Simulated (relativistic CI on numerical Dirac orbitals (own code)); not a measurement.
## Crystal-field levels of Nd³⁺, 4f3

Calculated by Dirac-Coulomb-Breit CI, separate exchange-only KLI orbitals for each configuration, model QED (radiative potential, 1s self-energy scaled to tabulated hydrogen-like ionisation energies), one configuration in a parametric crystal field, unscaled Slater integrals (own radial code). With so little scaling, terms lie 10 to 35 % too far apart, which can change the order of excited levels.

Field parameters in Wybourne normalisation; cubic f-shell fields have B⁴₄ = √(5/14) B⁴₀ and B⁶₄ = −√(7/2) B⁶₀. The field is a parameter set, without covalency.

S and J are read from ⟨S²⟩ = S(S + 1) and ⟨J²⟩ = J(J + 1) of each level; they are not fictitious spins.

D4h, B20 = 1280, B40 = 1270, B44 = -810, B60 = 640, B64 = -690 cm⁻¹, the lowest 16 levels:

```tsv
E (cm⁻¹)	Degeneracy	Irrep	S	J
0.0	2	Γ6	1.48	4.51
303	2	Γ7	1.48	4.51
331	2	Γ7	1.48	4.50
363	2	Γ6	1.48	4.51
514	2	Γ6	1.48	4.51
1905	2	Γ7	1.49	5.50
2123	2	Γ6	1.49	5.49
2140	2	Γ7	1.49	5.51
2161	2	Γ6	1.49	5.51
2206	2	Γ7	1.49	5.51
2256	2	Γ6	1.49	5.49
3830	2	Γ7	1.50	6.50
4061	2	Γ7	1.50	6.49
4082	2	Γ6	1.50	6.50
4118	2	Γ6	1.50	6.51
4133	2	Γ7	1.50	6.50
```

Principal g values of the ground doublet: 0.69, 0.69, 5.54.

D3d, B20 = -820, B40 = -90, B43 = 1160, B60 = 240, B63 = -250, B66 = -90 cm⁻¹, the lowest 16 levels:

| E (cm⁻¹) | Degeneracy | Irrep | S | J |
| --- | --- | --- | --- | --- |
| 0.0 | 2 | Γ4 | 1.48 | 4.50 |
| 84.6 | 2 | Γ5+Γ6 | 1.48 | 4.50 |
| 163 | 2 | Γ4 | 1.48 | 4.50 |
| 263 | 2 | Γ5+Γ6 | 1.48 | 4.50 |
| 296 | 2 | Γ4 | 1.48 | 4.50 |
| 1867 | 2 | Γ4 | 1.49 | 5.50 |
| 1897 | 2 | Γ5+Γ6 | 1.49 | 5.50 |
| 1940 | 2 | Γ4 | 1.49 | 5.50 |
| 2031 | 2 | Γ4 | 1.49 | 5.50 |
| 2064 | 2 | Γ5+Γ6 | 1.49 | 5.50 |
| 2084 | 2 | Γ4 | 1.49 | 5.50 |
| 3812 | 2 | Γ4 | 1.50 | 6.50 |
| 3839 | 2 | Γ5+Γ6 | 1.50 | 6.50 |
| 3876 | 2 | Γ4 | 1.50 | 6.50 |
| 3976 | 2 | Γ4 | 1.50 | 6.50 |
| 4011 | 2 | Γ5+Γ6 | 1.50 | 6.50 |

Principal g values of the ground doublet: 0.08, 3.06, 3.06.

Oh, B40 = -630, B60 = 340 cm⁻¹, the lowest 10 levels:

```json
{"E (cm⁻¹)": "0.0", "Degeneracy": "4", "Irrep": "Γ8", "S": "1.48", "J": "4.50"}
{"E (cm⁻¹)": "90.9", "Degeneracy": "4", "Irrep": "Γ8", "S": "1.48", "J": "4.51"}
{"E (cm⁻¹)": "275", "Degeneracy": "2", "Irrep": "Γ6", "S": "1.48", "J": "4.50"}
{"E (cm⁻¹)": "1873", "Degeneracy": "2", "Irrep": "Γ6", "S": "1.49", "J": "5.50"}
{"E (cm⁻¹)": "1882", "Degeneracy": "4", "Irrep": "Γ8", "S": "1.49", "J": "5.51"}
{"E (cm⁻¹)": "1885", "Degeneracy": "2", "Irrep": "Γ7", "S": "1.49", "J": "5.50"}
{"E (cm⁻¹)": "1984", "Degeneracy": "4", "Irrep": "Γ8", "S": "1.49", "J": "5.49"}
{"E (cm⁻¹)": "3816", "Degeneracy": "2", "Irrep": "Γ7", "S": "1.50", "J": "6.50"}
{"E (cm⁻¹)": "3824", "Degeneracy": "2", "Irrep": "Γ6", "S": "1.50", "J": "6.50"}
{"E (cm⁻¹)": "3827", "Degeneracy": "4", "Irrep": "Γ8", "S": "1.50", "J": "6.50"}
```

C2v, B20 = -270, B22 = 270, B40 = -760, B42 = -140, B44 = 260, B60 = 450, B62 = -360, B64 = -120, B66 = -140 cm⁻¹, the lowest 10 levels:

```json
{"E (cm⁻¹)": "0.0", "Degeneracy": "2", "S": "1.48", "J": "4.50"}
{"E (cm⁻¹)": "57.9", "Degeneracy": "2", "S": "1.48", "J": "4.51"}
{"E (cm⁻¹)": "179", "Degeneracy": "2", "S": "1.48", "J": "4.50"}
{"E (cm⁻¹)": "202", "Degeneracy": "2", "S": "1.48", "J": "4.50"}
{"E (cm⁻¹)": "228", "Degeneracy": "2", "S": "1.48", "J": "4.50"}
{"E (cm⁻¹)": "1883", "Degeneracy": "2", "S": "1.49", "J": "5.50"}
{"E (cm⁻¹)": "1898", "Degeneracy": "2", "S": "1.49", "J": "5.50"}
{"E (cm⁻¹)": "1958", "Degeneracy": "2", "S": "1.49", "J": "5.50"}
{"E (cm⁻¹)": "1978", "Degeneracy": "2", "S": "1.49", "J": "5.50"}
{"E (cm⁻¹)": "1994", "Degeneracy": "2", "S": "1.49", "J": "5.50"}
```

Principal g values of the ground doublet: 1.55, 2.88, 2.89.

Oh, B40 = 660, B60 = 370 cm⁻¹, the lowest 10 levels:

```tsv
E (cm⁻¹)	Degeneracy	Irrep	S	J
0.0	4	Γ8	1.48	4.51
218	2	Γ6	1.48	4.51
229	4	Γ8	1.48	4.51
1890	2	Γ7	1.49	5.50
1937	4	Γ8	1.49	5.50
1998	4	Γ8	1.49	5.50
2005	2	Γ6	1.49	5.50
3828	2	Γ7	1.50	6.50
3878	4	Γ8	1.50	6.50
3961	4	Γ8	1.50	6.50
```

The next free-ion level lies 1815 cm⁻¹ above the lowest; the field splits the ground level into components whose J stays near 9/2 as long as their spread is small against that gap.

Levels of this model without a field, named by their leading LS term: 4I°_9/2 0, 4I°_11/2 1815, 4I°_13/2 3777, 4I°_15/2 5844, 2H°_9/2 14884, 4F°_3/2 15100, 4F°_5/2 16059, 4S°_3/2 16932 cm⁻¹.
